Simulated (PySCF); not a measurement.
Species: [InCl4]- (charge -1).
Bonds: In1–Cl2, In1–Cl3, In1–Cl4, In1–Cl5.

Level of theory: PySCF, PBE0-D3(BJ)/def2-SVP geometry optimisation, gas phase, def2 core potentials past Kr.

Task: Give the optimised bond lengths and angles.

Result: 
| bond | length (Å) |
| --- | --- |
| In1–Cl2 and 3 like bonds | 2.393 |

Bonds in one row agree within 0.01 Å and their mean is given. A selection of angles:
| angle | degrees |
| --- | --- |
| Cl2–In1–Cl3 | 110.2 |
| Cl2–In1–Cl4 | 110.8 |
| Cl4–In1–Cl5 | 108.4 |

In1 (indium bonded to 4 Cl) is tetrahedral (angles from 108.4° to 110.8°).

No frequency check.

---

Species: FGaH2.
Numbering: `[F:1][GaH2:2]` (hydrogens: H3, H4 on Ga2)

Computed, not measured: PBE0-D3(BJ)/def2-SVP geometry optimisation, gas phase in PySCF 2.14.0.

(1) What internal coordinates does the optimisation give?

## Answers

(1) 
```json
{"bond": "F1–Ga2", "length (bohr)": "3.323"}
{"bond": "Ga2–H3, Ga2–H4", "length (bohr)": "2.947"}
```

Bonds in one row agree within 0.02 bohr and their mean is given. A selection of angles:
```json
{"angle": "F1–Ga2–H3", "degrees": "113.8"}
{"angle": "H3–Ga2–H4", "degrees": "132.3"}
```

Ga2 (gallium bonded to F and 2 H) is planar (angles 132.3°, 113.9° and 113.8°, sum 360.0°, 0.00 Å off the plane of its three neighbours).

Point group: C2v (tolerance 0.08 Å). No PBE0-D3(BJ)/def2-SVP frequencies stand behind this structure, so it isn't proved a minimum.

---

C2H6S.
Numbering: `[CH3:1][S:2][CH3:3]` (hydrogens: H4, H5, H6 on C1; H7, H8, H9 on C3)

Level of theory: PBE0-D3(BJ)/def2-SVP geometry optimisation, gas phase in PySCF 2.14.0.

Task: List the bond lengths and angles at this level.

Result: 
```csv
bond,length (Å),order
"C1–S2, S2–C3",1.802,single
C1–H4 and 5 like bonds,1.101,single
```

Bonds in one row agree within 0.01 Å and their mean is given. Orders are formal, as drawn. A selection of angles:
```csv
angle,degrees
S2–C1–H4,111.6
S2–C1–H5,107.1
H4–C1–H5,108.5
C1–S2–C3,99.6
H7–C3–H9,108.5
```

Point group: C2v (tolerance 0.08 Å). PBE0-D3(BJ)/def2-SVP frequencies: not computed here.
